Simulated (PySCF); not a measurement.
**Core binding energy against partial charge**

C₄H₁₂OSi.
SMILES with atom numbers: `[CH3:1][O:2][SiH2:3][CH:4]([CH3:5])[CH3:6]`

Geometry (PBE0-D3(BJ)/def2-SVP, Å), atoms numbered from 1 in this order:
```
atom  x, y, z in Å
C1     2.6051   -0.1661   -0.9137
O2     1.2229   -0.0920   -0.7248
Si3    0.4557   -0.1760    0.7552
C4    -1.3830   -0.0292    0.4001
C5    -1.8658   -1.1930   -0.4663
C6    -1.7119    1.3260   -0.2270
H7     3.1409    0.6536   -0.3988
H8     3.0246   -1.1241   -0.5527
H9     2.8236   -0.0872   -1.9900
H10    0.7823   -1.4780    1.4265
H11    0.9343    0.9356    1.6428
H12   -1.8785   -0.0928    1.3881
H13   -1.3440   -1.2018   -1.4365
H14   -2.9468   -1.1132   -0.6693
H15   -1.6883   -2.1675    0.0152
H16   -1.4230    2.1643    0.4262
H17   -2.7923    1.4169   -0.4286
H18   -1.1824    1.4529   -1.1847
```

Binding energies: delta-SCF UKS SCAN, pcX-2 on the ionised atom, pcseg-1 elsewhere, spin-free X2C (PySCF 2.14.0). Charges: PBE0/pcSseg-1 ground-state density, for the ionised atom.

| atom | environment | C 1s (eV) | Mulliken (e) | IAO (e) | Hirshfeld (e) | ESP (e) |
| --- | --- | --- | --- | --- | --- | --- |
| C4 | sp3 carbon bound to silicon | 290.09 | -0.597 | -0.376 | -0.105 | +0.156 |
| C5 | methyl carbon | 290.43 | -0.254 | -0.405 | -0.115 | -0.406 |
| C1 | methoxy carbon | 292.31 | -0.018 | -0.190 | -0.035 | -0.192 |

Problem. Give the correlation coefficient and slope of binding energy on charge for each scheme.

Solution. Hirshfeld: r = 0.97, slope 26.5 eV per e; IAO: r = 0.96, slope 9.9 eV per e; Mulliken: r = 0.88, slope 3.6 eV per e; ESP: r = -0.28, slope -1.2 eV per e. On 3 points no scheme stands out.

Problem. The point-charge model writes a binding energy as kq + V + constant, with V the potential of the other atoms' charges at the site. What does it give with the ESP charges?

Solution. V = Σ 14.40 eV Å × q/r over all other atoms: -2.42 eV at C4, +5.10 eV at C5, +2.18 eV at C1. Fitting binding energy − V to q gives k = 12.2 eV per e and leaves an rms residual of 0.96 eV, against 0.94 eV for the fit on q alone. The model has no term for differences in relaxation between sites.

One conformer (not necessarily the lowest) at the PBE0-D3(BJ)/def2-SVP geometry, without solvent, vibrations or thermal averaging.
